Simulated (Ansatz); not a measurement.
(FSi)4O6 adamantane (Si4O6F4). Charge 0, multiplicity 1. Geometry PBE-D4/def2-SVP.

```csv
atom,x (Å),y (Å),z (Å)
Si1,-0.438,-1.590,0.500
F2,-0.844,-3.064,0.964
O3,0.880,-1.602,-0.533
Si4,1.358,-0.084,-1.057
F5,2.617,-0.162,-2.038
O6,0.030,0.616,-1.801
Si7,-1.326,0.728,-0.825
F8,-2.556,1.404,-1.589
O9,-1.688,-0.824,-0.310
O10,-0.880,1.602,0.533
Si11,0.406,0.945,1.382
F12,0.783,1.822,2.664
O13,-0.030,-0.616,1.801
O14,1.688,0.824,0.311
```

Task: Estimate the orbital energies around the gap (eV) in Ansatz with LDA (SPW92)/def2-TZVP, PBE-D4/def2-SVP, PBE-D4/def2-TZVP, r2SCAN-D4/def2-TZVP, PBE0-D4/def2-SVP.

Result: 
| orbital | LDA (SPW92)/def2-TZVP | PBE-D4/def2-SVP | PBE-D4/def2-TZVP | r2SCAN-D4/def2-TZVP | PBE0-D4/def2-SVP |
| --- | --- | --- | --- | --- | --- |
| HOMO−9 | -11.14 | -10.62 | -10.84 | -11.36 | -12.80 |
| HOMO−8 | -11.14 | -10.62 | -10.84 | -11.36 | -12.80 |
| HOMO−7 | -9.83 | -9.39 | -9.52 | -9.98 | -11.33 |
| HOMO−6 | -9.83 | -9.39 | -9.52 | -9.98 | -11.33 |
| HOMO−5 | -9.83 | -9.39 | -9.52 | -9.98 | -11.33 |
| HOMO−4 | -9.71 | -9.26 | -9.41 | -9.88 | -11.20 |
| HOMO−3 | -9.71 | -9.26 | -9.41 | -9.88 | -11.20 |
| HOMO−2 | -9.04 | -8.63 | -8.75 | -9.20 | -10.59 |
| HOMO−1 | -9.04 | -8.63 | -8.75 | -9.20 | -10.59 |
| HOMO | -9.04 | -8.63 | -8.75 | -9.20 | -10.59 |
| LUMO | -2.34 | -1.75 | -1.96 | -1.44 | -0.79 |
| LUMO+1 | -1.46 | -0.70 | -1.08 | -0.66 | 0.11 |
| LUMO+2 | -0.53 | 0.20 | -0.21 | 0.42 | 1.23 |
| LUMO+3 | -0.53 | 0.20 | -0.21 | 0.42 | 1.23 |
| LUMO+4 | -0.53 | 0.20 | -0.21 | 0.42 | 1.23 |
| LUMO+5 | -0.09 | 0.64 | 0.35 | 0.90 | 1.57 |
